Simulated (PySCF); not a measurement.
CH3FZn, SMILES [CH3][Zn][F]. Geometry optimised at PBE0-D3(BJ)/def2-TZVP.

Computed equilibrium geometry at PBE0-D3(BJ)/def2-TZVP (PySCF confirms it by a frequency run) as Cartesian coordinates in Å, and its point group:
point group C3v.
```xyz
6

Zn     0.0000     0.0000    -0.0534
F      0.0000     0.0000    -1.8080
C      0.0000     0.0000     1.8597
H      0.8862     0.5116     2.2387
H      0.0000    -1.0233     2.2387
H     -0.8862     0.5116     2.2387
```
Charge 0, spin multiplicity 1.
